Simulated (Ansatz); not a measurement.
`C=NBF`. Total charge 0; spin multiplicity 1. Geometry: relaxed with PBE0-D4/def2-TZVP. It is one conformer, not always the lowest.

```xyz
7

C    -0.928   -0.221   -0.899
N    -0.051    0.002   -0.054
B     0.923    0.191    0.890
F     1.227    1.426    1.307
H    -1.973   -0.394   -0.614
H    -0.702   -0.253   -1.971
H     1.505   -0.750    1.341
```

What is the dipole moment at PBE/def2-TZVPP? (An estimate is asked.)

Computed: 2.83 D, with components (-1.82, -1.17, -1.83) D in this frame, pointing from negative to positive charge.

And with r2SCAN, B3LYP, ωB97M-V? (An estimate is asked.)

Computed: r2SCAN 2.88 D, B3LYP 2.93 D, ωB97M-V 2.95 D.

Give the Mulliken charges with PBE, ωB97M-V, B3LYP in def2-TZVPP. (Best estimate.)

Ansatz gave: 
| atom | PBE | ωB97M-V | B3LYP |
| --- | --- | --- | --- |
| C1 | -0.08 | -0.04 | -0.07 |
| N2 | 0.06 | -0.04 | 0.00 |
| B3 | 0.09 | 0.12 | 0.13 |
| F4 | -0.24 | -0.28 | -0.28 |
| H5 | 0.10 | 0.12 | 0.11 |
| H6 | 0.10 | 0.12 | 0.11 |
| H7 | -0.04 | 0.01 | -0.02 |

B3LYP here is the variant with VWN-RPA as its local correlation; programs differ in this.
